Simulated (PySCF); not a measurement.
Li(Me) (CH3Li), SMILES [Li][CH3].

Geometry: PBE0-D3(BJ)/def2-TZVPD. The isomer is the one that the SMILES or the coordinates give; other isomers of the formula were not compared.

Vertical ionisation energy (IE) and electron affinity (EA) in eV. Rows of orbital energies are one-electron estimates. Where ΔSCF, EOM or ADC give a negative EA the extra electron is unbound and the value depends on the basis.

```
level                                            IE    EA
---------------------------------------------  ----  ----
−ε(HOMO), −ε(LUMO), B3LYP/def2-TZVPD (PySCF)   4.86  1.35
−ε(HOMO), −ε(LUMO), r2SCAN/def2-TZVPD (PySCF)  4.00  0.54
```
